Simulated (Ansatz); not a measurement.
Reaction (formal exchange of groups at the Al–I bond): `[CH3][Al]([I])[I]` + CH₃OH → `[CH3][Al]([I])[CH2]O` + HI

Calculated with Ansatz (gas phase, PBE0-D4/def2-TZVP geometries, no zero-point term in ΔE). CCSD(T)/CBS adds triple-zeta CCSD(T) − MP2 to the extrapolated MP2 energy (def2 sets, frozen cores). This one scheme is used for every species. Functionals use def2-TZVPP. B3LYP here is the variant with VWN-RPA as its local correlation; programs differ in this. def2 core potentials past Kr. For I outer-core shells are correlated without core-valence functions, which leaves a few kJ/mol of doubt a bond. One conformer a species, not always the lowest.

`[CH3][Al]([I])[I]`:

Z-matrix (Å, degrees):
```
C
Al 1 1.935
H 1 1.091 2 111.7
H 1 1.094 2 110.1 3 121.0
H 1 1.094 2 110.1 3 -121.0
I 2 2.469 1 120.8 3 179.9
I 2 2.469 1 122.1 3 -0.1
```

CH₃OH:

Z-matrix (Å, degrees):
```
C
O 1 1.409
H 1 1.097 2 112.4
H 1 1.090 2 107.0 3 -118.5
H 1 1.097 2 112.4 3 123.0
H 2 0.959 1 108.5 3 -61.6
```

`[CH3][Al]([I])[CH2]O`:

```xyz
11

C    -0.656    0.244   -1.703
Al   -0.713    0.340    0.237
I    -2.776    1.164    1.364
C     0.772   -0.224    1.411
O     1.988   -0.481    0.703
H    -1.114   -0.688   -2.053
H     0.371    0.271   -2.077
H    -1.215    1.064   -2.161
H     0.992    0.601    2.097
H     0.500   -1.064    2.067
H     1.852   -1.226    0.115
```

HI:

```xyz
2

I    -0.293   -0.093    0.744
H     0.293    0.093   -0.744
```

| level | ΔE (kcal/mol) | difference from CCSD(T)/CBS |
| --- | --- | --- |
| r2SCAN-D4 | 42.4 | -1.4 |
| PBE0-D4 | 42.7 | -1.1 |
| B3LYP-D4 | 41.5 | -2.3 |
| ωB97X-V | 41.8 | -2.0 |
| B2PLYP | 42.6 | -1.2 |
| PBE | 40.3 | -3.5 |
| PBE0 | 42.6 | -1.2 |
| HF/def2-TZVPP | 46.7 | 2.9 |
| SCS-MP2/def2-TZVPP | 44.0 | 0.2 |
| CCSD/def2-TZVPP | 42.4 | -1.4 |
| CCSD(T)/def2-TZVPP | 42.2 | -1.6 |
| MP2/def2-QZVPP | 45.9 | 2.1 |
| SCS-MP2/def2-QZVPP | 44.9 | 1.1 |
| HF/CBS(def2) | 46.6 | 2.8 |
| MP2/CBS(def2) | 46.6 | 2.8 |
| CCSD/CBS(def2) | 44.1 | 0.3 |
| CCSD(T)/CBS | 43.8 | 0 |

Largest T1 diagnostic among the species: 0.009.

From PBE to PBE0 (25 % exact exchange), in def2-TZVPP and without D4, ΔE moves by +2.3 kcal/mol. In def2-TZVPP, CCSD(T) changes the Hartree–Fock value by −4.5 kcal/mol (the triples alone add −0.3 kcal/mol) and MP2 by −1.7 kcal/mol.
